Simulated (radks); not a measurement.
Computed order of ionisation of iridium. At each step one electron was removed from each of the four highest sub-shells of the ion before, moves of one valence electron (up to charge 6) and the configuration listed by NIST were tried, and the lowest configuration was kept. Level of theory: scalar-relativistic Kohn-Sham, LDA (Slater exchange, Perdew-Wang correlation), spin-polarised, spherical densities, finite nucleus; Fermi nuclear charge, rms radius of each element as measured or else 0.836 A^(1/3) + 0.57 fm (a radial shooting solver on a logarithmic mesh with Libxc functionals). Open shells are filled with parallel spins first.

species  lowest configuration found                      NIST configuration  margin to the next tried (eV)  IE (eV)  NIST IE (eV)       kind
Ir                [Xe] 4f14 5d8 6s1  [Xe] 4f14 5d7 6s2 lies 0.009 eV higher                          0.009    9.464         8.967       exp.
Ir+               [Xe] 4f14 5d7 6s1                                    same                          0.215   18.425          17.0  semi-emp.
Ir2+                  [Xe] 4f14 5d7                                    same                          1.317   29.561            28     theory
Ir3+                  [Xe] 4f14 5d6                                    same                          3.057   41.989            40     theory
Ir4+                  [Xe] 4f14 5d5                                    same                          9.205   59.309            57     theory
Ir5+                  [Xe] 4f14 5d4                                    same                         12.190   74.073            72     theory
Ir6+                  [Xe] 4f14 5d3                                    same                         15.329   89.530            89     theory
Ir7+                  [Xe] 4f14 5d2                                    same                         51.963   105.59           105     theory
Ir8+                  [Xe] 4f14 5d1                                    same                         54.062   122.16           123  semi-emp.
Ir9+                      [Xe] 4f14                                    same                         56.328   197.94           195  semi-emp.
Ir10+        [Kr] 4d10 4f14 5s2 5p5                                    same                         22.349   218.48           217     theory
Ir11+        [Kr] 4d10 4f14 5s2 5p4                                    same                         26.079   239.20           240     theory
Ir12+        [Kr] 4d10 4f14 5s2 5p3                                    same                         30.177   264.66           264     theory
Ir13+        [Kr] 4d10 4f14 5s2 5p2                                    same                         30.042   286.50           303     theory

Reference values: NIST Atomic Spectra Database (exp. = measured, semi-emp. = semi-empirical, theory = theoretical value adopted there). Open shells are spherical and high-spin; term and fine-structure splittings are not resolved. Spin-orbit splitting is averaged out at the scalar-relativistic level.
